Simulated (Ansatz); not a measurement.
The cluster B9 (the lowest doublet isomer of a short search) was relaxed with PBE-D4 (def2-SVP) in Ansatz in these states: neutral doublet, neutral quartet. The geometries follow in no particular order.

A:

Cartesian coordinates in Å:
```
B 0.7028 1.2013 -1.5689
B 0.7460 -1.6111 -0.8119
B 0.9949 -0.3127 -1.6261
B -0.6964 -1.1702 1.5495
B 0.0504 -2.0033 0.5064
B -0.7319 1.6107 0.7864
B -0.0443 2.0375 -0.5263
B -0.0172 -0.0908 0.0569
B -1.0044 0.3386 1.6338
```

B:

Cartesian coordinates in Å:
```
B 0.162 -0.352 1.510
B -1.092 1.730 0.017
B -0.678 0.990 1.333
B 0.000 0.130 -2.041
B -0.785 1.340 -1.458
B 0.807 -1.302 0.290
B 0.999 -1.698 1.850
B -0.120 0.203 -0.221
B 0.707 -1.040 -1.279
```

Q: Judge from the bond lengths which geometry belongs to which state (an estimate).

A: A is the neutral doublet (B5–B8 1.966 Å, B3–B8 1.976 Å, B6–B8 1.984 Å); B is the neutral quartet (B5–B8 1.808 Å, B3–B8 1.829 Å, B6–B8 1.840 Å).

At PBE0-D4/def2-TZVP a doublet lies 0.64 eV below the neutral quartet. These are the stationary points nearest to one start from a short search; other shapes may lie lower in each state.
